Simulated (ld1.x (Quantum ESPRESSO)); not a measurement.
## silicon (Si): TM pseudisation with PBE, scalar-relativistic reference atom.

The input file (ld1.x (Quantum ESPRESSO) 7.5):

```
&input
   title='Si', zed=14., rel=1, dft='PBE', iswitch=3,
   config='[Ne] 3s2 3p0 3d-2',
   nld=3, rlderiv=2.05, eminld=-4.0, emaxld=5.0, deld=0.02
 /
 &inputp
   pseudotype=2, tm=.true., lloc=2,
   nlcc=.false.,
   file_pseudopw='Si.UPF', file_wfcaegen='ae.wfc', file_wfcncgen='nc.wfc', file_beta='beta', file_chi='chi'
 /
3
3S  1  0   2.00   0.00  1.55  1.55  0.0
3P  2  1   0.00   0.00  1.90  1.90  0.0
3D  3  2  -2.00   0.05  1.80  1.80  0.0
 &test
   configts(1)='3s2 3p0'
 /
```

Command:

```bash
ld1.x < Si.in > Si.out
```

Resulting log (shortened: banner, matrices, multipoles, cross overlaps and the repeated all-electron block are left out):

```
Program LD1 v.7.5
     --------------------------- All-electron run ----------------------------

     Si
     scalar relativistic calculation

     atomic number is 14.00
     dft =PBE   lsd =0 sic =0 latt =0  beta=0.20 tr2=1.0E-14
     Exchange-correlation= PBE
                           (   1   4   3   4   0   0   0)
     mesh =1141 r(mesh) = 100.57892 a.u. xmin = -7.00 dx = 0.01250
     1 Ry =  13.60569312 eV, c = 137.03599908

     n l     nl                  e(Ry)          e(Ha)          e(eV)
     1 0     1S 1( 2.00)      -132.8739       -66.4370     -1807.8422
     2 0     2S 1( 2.00)       -11.8188        -5.9094      -160.8036
     2 1     2P 1( 6.00)        -8.5927        -4.2964      -116.9098
     3 0     3S 1( 2.00)        -2.0973        -1.0487       -28.5359
     3 1     3P 1( 0.00)        -1.5070        -0.7535       -20.5040

     final scf error:  2.4E-15 reached in  24 iterations

     Etot =    -577.930541 Ry,    -288.965270 Ha,   -7863.145587 eV

     Ekin =     579.445667 Ry,     289.722833 Ha,    7883.759920 eV
     Encl =   -1361.584152 Ry,    -680.792076 Ha,  -18525.296135 eV
     Eh   =     244.489563 Ry,     122.244782 Ha,    3326.449972 eV
     Exc  =     -40.281619 Ry,     -20.140809 Ha,    -548.059345 eV

     normalization and overlap integrals

     s(1S/1S) =  1.000000  <r> =   0.1113  <r2> =    0.0167  r(max) =   0.0723
     s(2S/2S) =  1.000000  <r> =   0.5672  <r2> =    0.3844  r(max) =   0.4543
     s(2P/2P) =  1.000000  <r> =   0.5362  <r2> =    0.3626  r(max) =   0.3861
     s(3S/3S) =  1.000000  <r> =   1.9514  <r2> =    4.3633  r(max) =   1.6878
     s(3P/3P) =  1.000000  <r> =   2.2340  <r2> =    5.7808  r(max) =   1.9126

     ------------------------ End of All-electron run ------------------------

     --------------------- Generating NC pseudopotential ---------------------

      Generating local pot.: lloc=2, matching radius rcloc =   1.8000

      Wfc   3S  rcut= 1.546  Using Troullier-Martins method

      Wfc   3P  rcut= 1.889  Using Troullier-Martins method

     ------------------- End of pseudopotential generation -------------------

     Computing logarithmic derivative in   2.04871
     Computing logarithmic derivative in   2.04871
     Computing the partial wave expansion
     R is outside the sphere for l=    0 j= 0.00
     R is outside the sphere for l=    1 j= 0.00
       no projector for channel:   2

     ---------------------- Testing the pseudopotential ----------------------

     Si
     scalar relativistic calculation

     atomic number is 14.00   valence charge is  4.00
     dft =PBE   lsd =0 sic =0 latt =0  beta=0.20 tr2=1.0E-14
     mesh =1141 r(mesh) = 100.57892 xmin = -7.00 dx = 0.01250

     n l     nl             e AE (Ry)        e PS (Ry)    De AE-PS (Ry)
     1 0     3S   1( 2.00)       -2.09735       -2.09735        0.00000
     2 1     3P   1( 0.00)       -1.50702       -1.50702        0.00000

     eps = 1.6E-17  iter =  6

     Etot =    -577.930541 Ry,    -288.965270 Ha,   -7863.145587 eV
     Etotps =    -5.742624 Ry,      -2.871312 Ha,     -78.132375 eV

     Ekin =       1.297705 Ry,       0.648852 Ha,      17.656173 eV
     Encl =      -9.594205 Ry,      -4.797103 Ha,    -130.535810 eV
     Ehrt =       1.836498 Ry,       0.918249 Ha,      24.986822 eV
     Ecxc =      -1.008144 Ry,      -0.504072 Ha,     -13.716491 eV
     Epseu=       1.725523 Ry,       0.862761 Ha,      23.476931 eV

     ---------------------- End of pseudopotential test ----------------------
```

Generation and configuration tests took about 1.7 s on one core of a shared server CPU.

Transferability test of the new file with ld1.x, input:

```
&input
   title='Si', zed=14., rel=1, dft='PBE', iswitch=2,
   config='[Ne] 3s2 3p0 3d-2'
 /
 &test
   file_pseudo='Si.UPF', nconf=8,
   configts(1)='3s2 3p0',
   configts(2)='3s2 3p2',
   configts(3)='3s2 3p1',
   configts(4)='3s1 3p0',
   configts(5)='3s0 3p4',
   configts(6)='3s2 3p2.3',
   configts(7)='3s1 3p3',
   configts(8)='3s2 3p1.5'
 /
```

```bash
ld1.x < Si.test.in > Si.test.out
```

Pseudopotential blocks of its output, shortened (energy terms left out):

```
     ---------------------- Testing the pseudopotential ----------------------

     n l     nl             e AE (Ry)        e PS (Ry)    De AE-PS (Ry)
     1 0     3S   1( 2.00)       -2.09735       -2.09735        0.00000
     2 1     3P   1( 0.00)       -1.50702       -1.50702        0.00000

     eps = 1.0E-17  iter =  6

     Etot =    -577.930541 Ry,    -288.965270 Ha,   -7863.145587 eV
     Etotps =    -5.742624 Ry,      -2.871312 Ha,     -78.132375 eV

     ---------------------- End of pseudopotential test ----------------------

          ---------------------- Testing the pseudopotential ----------------------

     n l     nl             e AE (Ry)        e PS (Ry)    De AE-PS (Ry)
     1 0     3S   1( 2.00)       -0.79473       -0.79605        0.00132
     2 1     3P   1( 2.00)       -0.29996       -0.30037        0.00040

     eps = 9.9E-15  iter = 31

     Etot =    -579.674871 Ry,    -289.837436 Ha,   -7886.878406 eV
     Etotps =    -7.488309 Ry,      -3.744155 Ha,    -101.883638 eV
     dEtot_ae =      -1.744330 Ry
     dEtot_ps =      -1.745686 Ry,   Delta E=       0.001356 Ry

     ---------------------- End of pseudopotential test ----------------------

          ---------------------- Testing the pseudopotential ----------------------

     n l     nl             e AE (Ry)        e PS (Ry)    De AE-PS (Ry)
     1 0     3S   1( 2.00)       -1.39899       -1.40037        0.00138
     2 1     3P   1( 1.00)       -0.85670       -0.85751        0.00082

     eps = 7.0E-15  iter = 27

     Etot =    -579.105988 Ry,    -289.552994 Ha,   -7879.138356 eV
     Etotps =    -6.918764 Ry,      -3.459382 Ha,     -94.134577 eV
     dEtot_ae =      -1.175447 Ry
     dEtot_ps =      -1.176140 Ry,   Delta E=       0.000693 Ry

     ---------------------- End of pseudopotential test ----------------------

          ---------------------- Testing the pseudopotential ----------------------

     n l     nl             e AE (Ry)        e PS (Ry)    De AE-PS (Ry)
     1 0     3S   1( 1.00)       -2.90231       -2.88955       -0.01276  !
     2 1     3P   1( 0.00)       -2.26278       -2.25286       -0.00992  !

     eps = 6.9E-15  iter = 18

     Etot =    -575.433693 Ry,    -287.716847 Ha,   -7829.174246 eV
     Etotps =    -3.250093 Ry,      -1.625046 Ha,     -44.219766 eV
     dEtot_ae =       2.496848 Ry
     dEtot_ps =       2.492531 Ry,   Delta E=       0.004317 Ry

     ---------------------- End of pseudopotential test ----------------------

          ---------------------- Testing the pseudopotential ----------------------

     n l     nl             e AE (Ry)        e PS (Ry)    De AE-PS (Ry)
     1 0     3S   1( 0.00)       -0.89898       -0.89896       -0.00001
     2 1     3P   1( 4.00)       -0.38210       -0.38201       -0.00009

     eps = 1.2E-15  iter = 11

     Etot =    -578.662175 Ry,    -289.331088 Ha,   -7873.099979 eV
     Etotps =    -6.474589 Ry,      -3.237295 Ha,     -88.091275 eV
     dEtot_ae =      -0.731634 Ry
     dEtot_ps =      -0.731966 Ry,   Delta E=       0.000331 Ry

     ---------------------- End of pseudopotential test ----------------------

          ---------------------- Testing the pseudopotential ----------------------

     n l     nl             e AE (Ry)        e PS (Ry)    De AE-PS (Ry)
     1 0     3S   1( 2.00)       -0.63967       -0.64088        0.00121
     2 1     3P   1( 2.30)       -0.15822       -0.15848        0.00025

     eps = 4.1E-15  iter = 33

     Etot =    -579.743236 Ry,    -289.871618 Ha,   -7887.808558 eV
     Etotps =    -7.556776 Ry,      -3.778388 Ha,    -102.815177 eV
     dEtot_ae =      -1.812695 Ry
     dEtot_ps =      -1.814153 Ry,   Delta E=       0.001458 Ry

     ---------------------- End of pseudopotential test ----------------------

          ---------------------- Testing the pseudopotential ----------------------

     n l     nl             e AE (Ry)        e PS (Ry)    De AE-PS (Ry)
     1 0     3S   1( 1.00)       -0.84977       -0.85045        0.00069
     2 1     3P   1( 3.00)       -0.34314       -0.34333        0.00019

     eps = 3.0E-15  iter = 19

     Etot =    -579.174028 Ry,    -289.587014 Ha,   -7880.064086 eV
     Etotps =    -6.986744 Ry,      -3.493372 Ha,     -95.059500 eV
     dEtot_ae =      -1.243487 Ry
     dEtot_ps =      -1.244121 Ry,   Delta E=       0.000634 Ry

     ---------------------- End of pseudopotential test ----------------------

          ---------------------- Testing the pseudopotential ----------------------

     n l     nl             e AE (Ry)        e PS (Ry)    De AE-PS (Ry)
     1 0     3S   1( 2.00)       -1.08246       -1.08389        0.00144
     2 1     3P   1( 1.50)       -0.56422       -0.56487        0.00065

     eps = 8.0E-15  iter = 30

     Etot =    -579.460145 Ry,    -289.730073 Ha,   -7883.956911 eV
     Etotps =    -7.273309 Ry,      -3.636655 Ha,     -98.958411 eV
     dEtot_ae =      -1.529604 Ry
     dEtot_ps =      -1.530685 Ry,   Delta E=       0.001081 Ry

     ---------------------- End of pseudopotential test ----------------------
```
